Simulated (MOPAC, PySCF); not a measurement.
H₄GeS₄, SMILES `[SH][Ge]([SH])([SH])[SH]`, neutral singlet in the gas phase. 

Z-matrix (Å, degrees):
```
Ge
S 1 2.2183
H 2 1.3528 1 93.58
S 1 2.2183 2 106.28 3 45.59
H 4 1.3527 1 93.62 2 -169.85
S 1 2.2183 2 106.25 3 169.78
H 6 1.3528 1 93.61 2 -45.61
S 1 2.2183 2 116.08 3 -72.31
H 8 1.3526 1 93.55 2 -72.25
```
Charge 0, multiplicity 1.

All levels are single points at this geometry (PBE0-D4/def2-SVP); Pople sets use spherical d functions. Orbital energies aren't observables, and empty levels follow the basis.

| level | HOMO (eV) | LUMO (eV) | gap (eV) | dipole (D) | vertical IE, Delta-SCF (eV) |
|---|---|---|---|---|---|
| PBE0-D4/def2-TZVP in PySCF | -7.63 | -1.38 | 6.25 | 0.00 | 9.35 |
| B3LYP/3-21G in PySCF | -7.67 | -1.83 | 5.84 | 0.00 | – |
| B3LYP/6-31G* in PySCF | -7.33 | -1.60 | 5.72 | 0.00 | 9.22 |
| BP86/6-31G* in PySCF | -6.46 | -2.40 | 4.05 | 0.00 | – |
| M06-2X/6-31G* in PySCF | -8.82 | -0.19 | 8.63 | 0.00 | – |
| PBE/6-31G* in PySCF | -6.36 | -2.27 | 4.09 | 0.00 | – |
| HF/6-31G* in PySCF | -10.51 | 2.44 | 12.94 | 0.00 | 9.34 |
| HF/STO-3G in PySCF | -7.03 | 8.32 | 15.35 | 0.00 | – |
| PM7 in MOPAC | -9.42 | -2.50 | 6.91 | 0.00 | – |
